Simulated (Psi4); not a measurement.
Cl₄OW (SMILES [O]=[W]([Cl])([Cl])([Cl])[Cl]), singlet, geometry from GFN2-xTB (such geometries of metal compounds can be far from the true shape) (core potentials on W); B3LYP/def2-SVP in Psi4.

Psi4 was given this input:
```
memory 2 GB

molecule {
0 1
W     0.16461245   -0.05051104   -0.09004072
O     1.58033747   -0.48492377   -0.86442259
Cl    0.48222147   -0.52046481    2.10349082
Cl   -1.21233975    0.74450032   -1.70412629
Cl   -1.15304426   -1.89345041   -0.11588472
Cl    0.42292598    2.11748592    0.51524926
}

set {
  basis def2-svp
  dft_radial_points 35
}

energy('b3lyp')
print_variables()
```

Question: What does Psi4 print? Leave out banner, timings and long lists.

Answer: 
```
   => Loading Basis Set <=

    Name: DEF2-SVP
    Role: ORBITAL
    Keyword: BASIS

    !!!  WARNING: ECP capability is in beta. Please check occupations closely.  !!!

         ---------------------------------------------------------
                                   SCF
               by Justin Turney, Rob Parrish, Andy Simmonett
                          and Daniel G. A. Smith
                              RKS Reference
         ---------------------------------------------------------

  ==> Geometry <==

    Molecular point group: c1
    Full point group: C1

    Geometry (in Angstrom), charge = 0, multiplicity = 1:

       Center              X                  Y                   Z               Mass
    ------------   -----------------  -----------------  -----------------  -----------------
         W            0.151384380564    -0.046452030703    -0.082805149652   183.950930920000
         O            1.567109400564    -0.480864760703    -0.857187019652    15.994914619570
         CL           0.468993400564    -0.516405800703     2.110726390348    34.968852682000
         CL          -1.225567819436     0.748559329297    -1.696890719652    34.968852682000
         CL          -1.166272329436    -1.889391400703    -0.108649149652    34.968852682000
         CL           0.409697910564     2.121544929297     0.522484830348    34.968852682000

  Running in c1 symmetry.

  Rotational constants: A =      0.04012  B =      0.04012  C =      0.02541 [cm^-1]
  Rotational constants: A =   1202.80076  B =   1202.80076  C =    761.86343 [MHz]
  Nuclear repulsion =  617.635256252572958

  Charge       = 0
  Multiplicity = 1
  Electrons    = 90
  Nalpha       = 45
  Nbeta        = 45

  ==> Algorithm <==

  SCF Algorithm Type is DF.
  DIIS enabled.
  MOM disabled.
  Fractional occupation disabled.
  Guess Type is SAD.
  Energy threshold   = 1.00e-06
  Density threshold  = 1.00e-06
  Integral threshold = 1.00e-12

  ==> Primary Basis <==

  Basis Set: DEF2-SVP
    Blend: DEF2-SVP
    Number of shells: 50
    Number of basis functions: 118
    Number of Cartesian functions: 128
    Spherical Harmonics?: true
    Max angular momentum: 3

  Core potential: DEF2-SVP
    Number of shells: 4
    Number of ECP primitives: 10
    Number of ECP core electrons: 60
    Max angular momentum: 3

  ==> DFT Potential <==

   => LibXC <=

    Version 7.1.2
    S. Lehtola, C. Steigemann, M. J. T. Oliveira, and M. A. L. Marques,  SoftwareX 7, 1–5 (2018) (10.1016/j.softx.2017.11.002)

   => Composite Functional: B3LYP <=

    B3LYP Hyb-GGA Exchange-Correlation Functional

    P. J. Stephens, F. J. Devlin, C. F. Chabalowski, and M. J. Frisch,  J. Phys. Chem. 98, 11623 (1994) (10.1021/j100096a001)

    Deriv               =              1
    GGA                 =           TRUE
    Meta                =          FALSE

    Exchange Hybrid     =           TRUE
    MP2 Hybrid          =          FALSE

   => Exchange Functionals <=

    0.0800   Slater exchange
    0.7200         Becke 88

   => Exact (HF) Exchange <=

    0.2000               HF

   => Correlation Functionals <=

    0.1900   Vosko, Wilk & Nusair (VWN5_RPA)
    0.8100   Lee, Yang & Parr

   => LibXC Density Thresholds  <==

    XC_HYB_GGA_XC_B3LYP:  1.00E-15

   => Molecular Quadrature <=

    Radial Scheme          =       TREUTLER
    Pruning Scheme         =           NONE
    Nuclear Scheme         =       TREUTLER

    Blocking Scheme        =         OCTREE
    BS radius alpha        =              1
    Pruning alpha          =              1
    Radial Points          =             35
    Spherical Points       =            302
    Total Points           =          61815
    Total Blocks           =            563
    Max Points             =            253
    Max Functions          =            106
    Weights Tolerance      =       1.00E-15

   => Loading Basis Set <=

    Name: (DEF2-SVP AUX)
    Role: JKFIT
    Keyword: DF_BASIS_SCF

  ==> Integral Setup <==

  SCF_SUBTYPE=INCORE selected. In-core MEM_DF algorithm will be used.
  Using in-core AOs.

  ==> MemDFJK: Density-Fitted J/K Matrices <==

    J tasked:                   Yes
    K tasked:                   Yes
    wK tasked:                   No
    Algorithm:                 Core
    Schwarz Cutoff:           1E-12
    Mask sparsity (%):       6.0758
    Fitting Condition:        1E-10

   => Auxiliary Basis Set <=

  Basis Set: (DEF2-SVP AUX)
    Blend: DEF2-UNIVERSAL-JKFIT
    Number of shells: 222
    Number of basis functions: 816
    Number of Cartesian functions: 1054
    Spherical Harmonics?: true
    Max angular momentum: 6

  Minimum eigenvalue in the overlap matrix is 7.1519640259E-03.
  Reciprocal condition number of the overlap matrix is 1.7105993013E-03.
    Using symmetric orthogonalization.

  ==> Pre-Iterations <==

  SCF Guess: Superposition of Atomic Densities via on-the-fly atomic UHF (no occupation information).

   -------------------------
    Irrep   Nso     Nmo
   -------------------------
     A        118     118
   -------------------------
    Total     118     118
   -------------------------

  ==> Iterations <==

                           Total Energy        Delta E     RMS |[F,P]|

   @DF-RKS iter SAD: -1982.21105818954061   -1.98221e+03   0.00000e+00
   @DF-RKS iter   1: -1982.07712019775772    1.33938e-01   1.04164e-02 ADIIS/DIIS
   @DF-RKS iter   2: -1973.07503944467589    9.00208e+00   3.34277e-02 ADIIS/DIIS
   @DF-RKS iter   3: -1982.69191674036415   -9.61688e+00   3.76083e-03 ADIIS/DIIS
   @DF-RKS iter   4: -1982.68662436695695    5.29237e-03   3.89479e-03 ADIIS/DIIS
   @DF-RKS iter   5: -1982.78479311114393   -9.81687e-02   5.88227e-04 ADIIS/DIIS
   @DF-RKS iter   6: -1982.78600425926220   -1.21115e-03   4.58013e-04 ADIIS/DIIS
   @DF-RKS iter   7: -1982.78690318329450   -8.98924e-04   2.07215e-04 ADIIS/DIIS
   @DF-RKS iter   8: -1982.78715735984292   -2.54177e-04   5.06538e-05 DIIS
   @DF-RKS iter   9: -1982.78717206766441   -1.47078e-05   1.76466e-05 DIIS
   @DF-RKS iter  10: -1982.78717379230989   -1.72465e-06   1.47536e-06 DIIS
   @DF-RKS iter  11: -1982.78717380819876   -1.58889e-08   5.48598e-07 DIIS
  Energy and wave function converged.

  ==> Post-Iterations <==

   Electrons on quadrature grid:
      Ntotal   =   90.0002950526 ; deviation = 2.951e-04

    Orbital Energies [Eh]
    ---------------------

    Doubly Occupied:

[...]
    Virtual:

[...]
     118A    574.560475

    Final Occupation by Irrep:
              A
    DOCC [    45 ]
    NA   [    45 ]
    NB   [    45 ]

  @DF-RKS Final Energy: -1982.78717380819876

   => Energetics <=

    Nuclear Repulsion Energy =            617.6352562525729581
    One-Electron Energy =               -3988.3971543294537696
    Two-Electron Energy =                1492.2155004259675479
    DFT Exchange-Correlation Energy =    -104.2407761572855236
    Empirical Dispersion Energy =           0.0000000000000000
    VV10 Nonlocal Energy =                  0.0000000000000000
    Total Energy =                      -1982.7871738081987587

Computation Completed

Properties will be evaluated at   0.000000,   0.000000,   0.000000 [a0]

Properties computed using the SCF density matrix

 Multipole Moments:

 ------------------------------------------------------------------------------------
     Multipole            Electronic (a.u.)      Nuclear  (a.u.)        Total (a.u.)
 ------------------------------------------------------------------------------------

 L = 1.  Multiply by 2.5417464519 to convert [e a0] to [Debye]
 Dipole X            :         20.6978167          -20.9141163           -0.2162996
 Dipole Y            :         -6.3510956            6.4174598            0.0663641
 Dipole Z            :        -11.3214231           11.4397306            0.1183075
 Magnitude           :                                                    0.2553162

 ------------------------------------------------------------------------------------

  Variable Map:
  ----------------------------------------------------------------------------
[...]
  Array Variable Map:
  ----------------------------------------------------------------------------
[...]
[...]
```
